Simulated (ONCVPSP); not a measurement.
PBE ONCV dataset for Tm, non-relativistic all-electron reference.

thulium, optimised norm-conserving Vanderbilt (ONCV), made with ONCVPSP 4.0.1 (PBE, non-relativistic). Core [Kr] 4d10 5s2, reference 4f13 5p6 6s1.5 6p0.5. Waves: 6s: rc 3.90 bohr, ncon 4, nbas 7, qcut 1.7 1/bohr, 3 projectors, debl 3.7 Ha; 5p+6p: rc 3.10 bohr, ncon 4, nbas 8, qcut 4.1 1/bohr, 2 projectors; d scattering state at 0.12 Ha: rc 4.00 bohr, ncon 4, nbas 8, qcut 2.5 1/bohr, 3 projectors, debl 2.6 Ha; 4f: rc 0.95 bohr, ncon 4, nbas 9, qcut 18.2 1/bohr, 2 projectors, debl 3.9 Ha. Local part: polynomial inside 0.60 bohr (lpopt 2, dvloc0 0 Ha). Core correction: Teter function fitted to the true core (icmod 2), fcfact 0.2.

In the d channel the program set the typed energies aside and used -0.074, 2.526, 5.126 Ha.

All-electron outer shells of the reference configuration (PBE, non-relativistic, ld1.x):

```
shell  level (eV)  outermost node (bohr)  outermost maximum (bohr)
   5s      -45.43                   0.64                      1.18
   5p      -26.37                   0.66                      1.30
   4f       -8.11                      –                      0.49
   6s       -3.92                   1.62                      3.59
   6p       -1.60                   1.90                      4.73
```

Results:

```json
{
  "Cutoffs needed": "142 Ha and 155 Ha (the cutoffs (Ha) at which the residual kinetic energy of the hardest occupied pseudo-wave falls to 1 and 0.1 mHa per electron)",
  "Ghost test": "ghosts flagged at negative energy: s at -270.3 eV, p at -198.6 eV, d at -61.7 eV; GHOST(+) flagged for s at 105.7 eV, s at 246.3 eV; a true bound ghost makes a file unfit for plane-wave use",
  "Configuration tests": "tests left out (the all-electron energies of this program are off by 10 to 40 meV for near-neutral 4f atoms)",
  "rms error of d²Exc/dni dnj": "5.40 mHa without and 4.75 mHa with the model core"
}
```

Generation and tests took about 7.9 s on one core of a shared server CPU.
